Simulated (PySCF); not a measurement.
Fractional electron number in Ti²⁺ (titanium, charge +2)

The 3d alpha orbital of [Ar] 3d2 is emptied in steps (occupation f), with all orbitals relaxed, ending at [Ar] 3d1. Calculation: PySCF 2.14, in aug-cc-pVTZ-DK (8s7p5d3f2g, 93 functions); scalar relativity by spin-free X2C-1e. The exact energy is a straight line in f; departures are measured from the line between the end points of the same method.

```json
{"f": "1", "UHF (eV)": "0.000", "LDA (eV)": "0.000", "PBE (eV)": "0.000"}
{"f": "0.8", "UHF (eV)": "0.199", "LDA (eV)": "-1.172", "PBE (eV)": "-1.149"}
{"f": "0.6", "UHF (eV)": "0.290", "LDA (eV)": "-1.778", "PBE (eV)": "-1.741"}
{"f": "0.4", "UHF (eV)": "0.283", "LDA (eV)": "-1.797", "PBE (eV)": "-1.756"}
{"f": "0.2", "UHF (eV)": "0.184", "LDA (eV)": "-1.210", "PBE (eV)": "-1.180"}
{"f": "0", "UHF (eV)": "0.000", "LDA (eV)": "0.000", "PBE (eV)": "0.000"}
```

Problem. For LDA, how does the orbital energy at f = 1 compare with the removal energy?

Solution. −ε = 20.788 eV against a total-energy difference of 28.028 eV. By Janak's theorem ε = ∂E/∂f, so the gap between them reflects the curvature. Along the path −ε is 23.564 (f = 0.8), 26.451 (f = 0.6), 29.436 (f = 0.4), 32.509 (f = 0.2) eV.

```json
{"method": "UHF", "E(f=0) − E(f=1) (eV)": "26.603", "−ε at f=1 (eV)": "27.880", "−ε at f=0.4 (eV)": "26.332"}
{"method": "LDA", "E(f=0) − E(f=1) (eV)": "28.028", "−ε at f=1 (eV)": "20.788", "−ε at f=0.4 (eV)": "29.436"}
{"method": "PBE", "E(f=0) − E(f=1) (eV)": "27.944", "−ε at f=1 (eV)": "20.837", "−ε at f=0.4 (eV)": "29.335"}
```

Reference removal energy between the ground levels: 27.492 eV (measured; NIST Atomic Spectra Database, ionization energies). The calculation has no spin-orbit coupling. UHF lacks correlation.
